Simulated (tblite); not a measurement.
Compound: C4H12BBrN2.
SMILES with atom numbers: `[CH3:1][CH2:2][C@H:3]([CH3:4])[NH:5][B:6]([NH2:7])[Br:8]` (hydrogens: H9, H10, H11 on C1; H12, H13 on C2; H14 on C3; H15, H16, H17 on C4; H18 on N5; H19, H20 on N7)

Computed with GFN2-xTB (tblite), gas phase: L-BFGS steps from a force-field or distance-geometry start until the largest atomic force falls under 0.01 eV/Å.

Step 12: E = -705.3732 eV
```
atom  x, y, z in Å  |  force x, y, z in eV/Å
C1     -2.0111    1.6621    0.1982   -0.049   0.086  -0.013
C2     -1.7144    0.1952    0.4555    0.054  -0.136   0.096
C3     -0.4454   -0.3056   -0.2336   -0.059  -0.147  -0.050
C4     -0.3310   -1.8284   -0.0869    0.041  -0.165   0.064
N5      0.8024    0.2224    0.3025    0.201   0.033  -0.070
B6      1.9948    0.4026   -0.4037   -0.429   0.339  -0.276
N7      3.2477   -0.1114    0.0811   -0.045   0.009  -0.028
Br8     1.7958    1.2867   -2.1492    0.156  -0.189   0.256
H9     -1.2460    2.3047    0.6216    0.113  -0.014   0.018
H10    -2.9657    1.9406    0.6358   -0.037  -0.016   0.059
H11    -2.0661    1.8518   -0.8684    0.035   0.031  -0.111
H12    -2.5292   -0.4179    0.0603   -0.044   0.094   0.062
H13    -1.6488    0.0030    1.5295    0.027   0.044   0.015
H14    -0.5131   -0.0403   -1.2929    0.110   0.025  -0.026
H15    -0.2811   -2.0732    0.9740   -0.045  -0.062  -0.003
H16    -1.1571   -2.3851   -0.5252    0.002   0.197  -0.059
H17     0.6023   -2.1578   -0.5423   -0.088  -0.086  -0.066
H18     0.9044    0.0012    1.2830   -0.030  -0.153   0.051
H19     4.0951    0.4302    0.1269   -0.029   0.219  -0.144
H20     3.4613   -0.9702   -0.4081    0.117  -0.108   0.224
```

Step 13: E = -705.3957 eV
```
atom  x, y, z in Å  |  force x, y, z in eV/Å
C1     -2.0024    1.6635    0.1988   -0.072   0.146  -0.023
C2     -1.7063    0.1977    0.4538    0.012  -0.126   0.158
C3     -0.4439   -0.3087   -0.2378   -0.079  -0.193  -0.088
C4     -0.3419   -1.8296   -0.0989    0.049  -0.331   0.120
N5      0.8071    0.2071    0.3021    0.223   0.053  -0.097
B6      1.9951    0.4227   -0.4036   -0.353   0.141  -0.242
N7      3.2567   -0.0777    0.0816   -0.034  -0.025  -0.074
Br8     1.7609    1.2749   -2.1598    0.208  -0.145   0.289
H9     -1.2406    2.3112    0.6199    0.142  -0.031   0.021
H10    -2.9555    1.9417    0.6399   -0.051  -0.022   0.056
H11    -2.0616    1.8540   -0.8669    0.033   0.035  -0.131
H12    -2.5310   -0.4107    0.0723   -0.016   0.075   0.037
H13    -1.6285    0.0085    1.5254    0.005   0.034   0.101
H14    -0.5200   -0.0492   -1.2942    0.161   0.107  -0.129
H15    -0.3029   -2.0774    0.9592    0.028  -0.077   0.105
H16    -1.1652   -2.3933   -0.5283   -0.112   0.246  -0.147
H17     0.5831   -2.1785   -0.5555   -0.028  -0.018  -0.047
H18     0.9043   -0.0277    1.2808    0.002  -0.120  -0.001
H19     4.1137    0.4512    0.1175   -0.116   0.247  -0.179
H20     3.4739   -0.9691   -0.3484   -0.004   0.006   0.270
```

Step 14: E = -705.4208 eV
```
atom  x, y, z in Å  |  force x, y, z in eV/Å
C1     -1.9941    1.6664    0.1991   -0.051   0.140  -0.026
C2     -1.6976    0.1991    0.4538   -0.028  -0.055   0.159
C3     -0.4427   -0.3152   -0.2428   -0.054  -0.180  -0.091
C4     -0.3519   -1.8350   -0.1094    0.028  -0.378   0.133
N5      0.8131    0.1906    0.3005    0.126   0.047  -0.090
B6      1.9912    0.4472   -0.4086   -0.131  -0.168  -0.099
N7      3.2636   -0.0430    0.0784   -0.026  -0.030  -0.121
Br8     1.7304    1.2591   -2.1639    0.235  -0.039   0.218
H9     -1.2326    2.3166    0.6182    0.138  -0.049   0.012
H10    -2.9460    1.9424    0.6454   -0.038  -0.022   0.036
H11    -2.0563    1.8570   -0.8672    0.025   0.030  -0.102
H12    -2.5337   -0.4015    0.0859    0.009   0.038   0.018
H13    -1.6076    0.0150    1.5232   -0.012   0.021   0.177
H14    -0.5235   -0.0568   -1.2968    0.186   0.149  -0.191
H15    -0.3249   -2.0839    0.9461    0.099  -0.107   0.204
H16    -1.1752   -2.3963   -0.5343   -0.243   0.239  -0.224
H17     0.5626   -2.2012   -0.5701    0.054   0.027  -0.021
H18     0.9042   -0.0599    1.2776    0.055  -0.075  -0.082
H19     4.1286    0.4772    0.1033   -0.225   0.245  -0.220
H20     3.4874   -0.9669   -0.2803   -0.147   0.165   0.310
```

Q: Estimate the geometry and energy of step 15. (The exact step hangs on the optimiser's Hessian estimate; all steps are aligned on step 14, rigid shifts and turns removed.)

A: E = -705.4502 eV, largest force 0.555 eV/Å
```
atom  x, y, z in Å  |  force x, y, z in eV/Å
C1     -1.9865    1.6709    0.1987    0.011   0.066  -0.019
C2     -1.6891    0.1999    0.4561   -0.045   0.045   0.097
C3     -0.4418   -0.3255   -0.2486   -0.001  -0.101  -0.054
C4     -0.3610   -1.8460   -0.1173   -0.030  -0.282   0.094
N5      0.8199    0.1733    0.2972   -0.072  -0.001  -0.047
B6      1.9842    0.4706   -0.4172    0.164  -0.513   0.135
N7      3.2682   -0.0090    0.0709   -0.026  -0.011  -0.140
Br8     1.7073    1.2410   -2.1609    0.232   0.126   0.020
H9     -1.2219    2.3204    0.6167    0.100  -0.062  -0.008
H10    -2.9377    1.9427    0.6517    0.003  -0.012  -0.001
H11    -2.0502    1.8607   -0.8695    0.013   0.016  -0.026
H12    -2.5367   -0.3908    0.1005    0.027  -0.011   0.011
H13    -1.5872    0.0220    1.5244   -0.024   0.014   0.206
H14    -0.5224   -0.0618   -1.3016    0.175   0.130  -0.173
H15    -0.3449   -2.0933    0.9369    0.147  -0.144   0.243
H16    -1.1890   -2.3930   -0.5446   -0.332   0.186  -0.253
H17     0.5430   -2.2243   -0.5855    0.122   0.040   0.015
H18     0.9048   -0.0935    1.2721    0.117  -0.022  -0.166
H19     4.1370    0.5082    0.0834   -0.307   0.221  -0.261
H20     3.4990   -0.9615   -0.2054   -0.274   0.316   0.325
```

The energy changes by -0.0294 eV. The first-order estimate −F·Δx gives -0.0400 eV and the mean of the old and new forces, exact on a quadratic surface, -0.0291 eV. The step makes an angle of 73° with the force vector and moves no atom by more than 0.076 Å.

What follows is the cost of the whole relaxation. On one thread of an Arm Neoverse V2 (shared host), this took 0.83 s of wall time.
